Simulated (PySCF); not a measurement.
Mean harmonic wavenumber (cm⁻¹) of eight silicon and germanium compounds: PBE-D3(BJ) beside r2SCAN-D4, computed with PySCF for isolated molecules in the bases named; differences from unrounded values. The eight are the first of their class met in an unordered collection, after screening for sound electronic states; none was chosen by its value. Each level has its own optimised geometry.

```csv
molecule,basis,r2SCAN-D4,PBE-D3(BJ),difference
"C₄H₇FSi, SMILES C([SiH2]C)(F)=C=C",def2-SVP,1225,1194,-31
"C3H9FOSi, SMILES O[SiH2]C(C)(F)C",def2-SVP,1307,1273,-34
"Cl2H4SSi2, SMILES [SiH2](Cl)S[SiH2]Cl",def2-SVP,851,825,-27
"GeHCl3, SMILES [Cl][GeH]([Cl])[Cl]",def2-SVP,601,577,-24
"C2H7ClOSi2, SMILES [SiH2](O)/C(=C/[SiH3])Cl",def2-SVP,1054,1025,-29
"FH6NOSi2, SMILES N[Si@@H](O)[SiH2]F",def2-SVP,1130,1101,-29
"C₂H₁₀Si₂, SMILES C[SiH]([SiH3])C",def2-SVP,1297,1264,-33
"CH7FOSi2, SMILES O[SiH2][SiH2]CF",def2-SVP,1137,1106,-31
```

PBE-D3(BJ) lies below r2SCAN-D4 in 8 and above it in 0 of the eight; the mean signed difference is -30 and the largest -34 cm⁻¹.
